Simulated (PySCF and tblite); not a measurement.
Values are calculated unless marked as measured or tabulated.
Dynamics report: ring inversion

System: C8H7Cl, numbered as in [Cl:1][C:2]1=[CH:3]/[CH:4]=[CH:5]\[CH:6]=[CH:7]/[CH:8]=[CH:9]\1.

Motion: inversion of the 8-membered ring (2–3–4–5–6–7–8–9). Geometries: GFN2-xTB; energies: PBE0/pcSseg-1 + D3(BJ); zero-point and thermal terms from GFN2-xTB harmonic modes (soft modes blended into free rotors). Rate constants are transition-state-theory values, counting equivalent paths, without tunnelling. Run with tblite and PySCF.

```tsv
point	symmetry	E(GFN2) kcal/mol	E(DFT) kcal/mol	ZPE change kcal/mol	lowest mode cm⁻¹	dipole D
start	C1	0.0	0.0	0.00	89	1.94
saddle	C2v	11.4	13.5	0.81	122i	1.81
end	C1	0.0	0.0	0.00	89	1.94
```

```json
{"Electronic barrier": "13.5 kcal/mol", "Barrier with zero-point energy": "14.3 kcal/mol", "ΔH‡ (298 K)": "13.8 kcal/mol", "ΔS‡ (298 K, symmetry apart)": "-2.9 cal/(mol K)", "Paths": "1 equivalent path", "End point": "the same structure with atoms interchanged, or its mirror image", "Mean lifetime of the start against this motion at 298 K": "8.7 ms", "Cost": "110 s on 1 thread of Arm Neoverse N1 (shared host) (rough), peak memory 0.87 GiB, launched as `OMP_NUM_THREADS=1 python ens_run.py task.json out`"}
```

```json
{"T/K": "150", "ΔG‡ kcal/mol": "14.4", "k s⁻¹": "3.7×10⁻⁹"}
{"T/K": "200", "ΔG‡ kcal/mol": "14.4", "k s⁻¹": "0.0007"}
{"T/K": "250", "ΔG‡ kcal/mol": "14.5", "k s⁻¹": "1"}
{"T/K": "298", "ΔG‡ kcal/mol": "14.6", "k s⁻¹": "115"}
{"T/K": "350", "ΔG‡ kcal/mol": "14.8", "k s⁻¹": "4320"}
{"T/K": "400", "ΔG‡ kcal/mol": "14.9", "k s⁻¹": "5.9×10⁴"}
{"T/K": "500", "ΔG‡ kcal/mol": "15.2", "k s⁻¹": "2.2×10⁶"}
```

ΔG and ΔG‡ leave out symmetry numbers and mirror images; rates count paths: 1 out.
